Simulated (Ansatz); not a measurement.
Breaking the Be1–Br3 bond in BeBrCl (SMILES [Cl][Be][Br]) (multiplicity 1 held, fragments rigid). Energies count from the point at 1.957 Å.
Geometry at that point (charge 0, multiplicity 1):
```json
[
 {"atom": "Be", "x (Å)": "0.0000", "y (Å)": "0.0000", "z (Å)": "-0.6760"},
 {"atom": "Cl", "x (Å)": "0.0000", "y (Å)": "0.0000", "z (Å)": "-2.4787"},
 {"atom": "Br", "x (Å)": "0.0000", "y (Å)": "0.0000", "z (Å)": "1.2812"}
]
```

R- and RO- levels are restricted; in cc, def2 and unpolarised 6-31G sets they are followed outwards from rest. Unrestricted levels (U-) break spin symmetry where that is lower. Active spaces are followed from a long bond inwards. Curves can end on different states.

Frozen-core correlation. Filled d and f shells under p-block atoms count as core.

Codes used: Ansatz (a first-principles code) with Gaussian orbitals. 

Energies in kcal/mol.

| R (Å) | R-CCSD(T)/def2-SVPD | U-CCSD(T)/def2-SVPD | CASSCF(6,4)/def2-SVPD | FIC-MRCISD+Q on CASSCF(6,4)/def2-SVPD |
|---|---|---|---|---|
| 1.566 | 57.4 | 57.4 | 56.3 | 57.2 |
| 1.761 | 11.5 | 11.5 | ___ | 11.5 |
| 1.957 | 0.0 | 0.0 | 0.0 | 0.0 |
| 2.153 | 4.1 | 4.1 | 4.1 | 4.1 |
| 2.349 | 14.8 | 14.8 | ___ | 14.8 |
| 2.642 | 34.6 | 34.6 | 34.2 | 34.8 |
| 2.936 | 53.9 | 53.9 | 52.9 | 54.2 |
| 3.425 | 79.7 | 81.4 | 76.9 | 80.2 |
| 3.914 | 95.0 | 98.7 | ___ | 96.2 |
| 4.502 | 95.7 | 105.2 | 95.4 | 103.8 |
| 5.284 | 71.1 | 106.7 | 97.0 | 106.1 |
| 6.263 | 49.0 | 107.0 | 97.2 | 106.5 |

**Question.** Fill in the missing entries.

**Answer.** 
- 3.914, CASSCF(6,4)/def2-SVPD: 89.9
- 1.761, CASSCF(6,4)/def2-SVPD: 11.2
- 2.349, CASSCF(6,4)/def2-SVPD: 14.7

Doubts at one or more of the structures used: a restricted determinant that unrestricted orbitals would lower (R-CCSD(T)/def2-SVPD); T1 above 0.05 (R-CCSD(T)/def2-SVPD, U-CCSD(T)/def2-SVPD); other coupled-cluster roots lie near (R-CCSD(T)/def2-SVPD); a spin-contaminated determinant (U-CCSD(T)/def2-SVPD); the program's own flag: other amplitudes (U-CCSD(T)/def2-SVPD); active orbitals that take no part (CASSCF(6,4)/def2-SVPD, FIC-MRCISD+Q on CASSCF(6,4)/def2-SVPD).
